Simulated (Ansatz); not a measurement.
## The HOMO–LUMO gap down a group: F to Br

All atoms of one element are swapped for its congeners: AlF2 `[F][Al][F]`; AlCl2 `[Cl][Al][Cl]`; AlBr2 `[Br][Al][Br]`. All are doublets with charge 0.

Shapes, held fixed at every level: PBE0-D4/def2-TZVP. Programs: Ansatz 0.2.0. Values in eV.

```
                level  AlF2  AlCl2  AlBr2
    PBE-D4/def2-TZVPP  1.71   1.53   1.39
  B3LYP-D4/def2-TZVPP  3.06   2.77   2.58
  BHLYP-D4/def2-TZVPP  5.27   4.94   4.69
r2SCAN0-D4/def2-TZVPP  4.07   3.87   3.68
   wB97M-V/def2-TZVPP  6.90   6.50   6.26
   wB97X-V/def2-TZVPP  7.78   7.13   6.82
```

At wB97X-V/def2-TZVPP the HOMO–LUMO gap falls at every step, from 7.78 to 6.82 eV. Every level shows the same order. Open shells run unrestricted unless RO is named. Relativity is left out for Br unless named. Orbital gaps aren't excitation energies, and the LUMO depends on the basis.
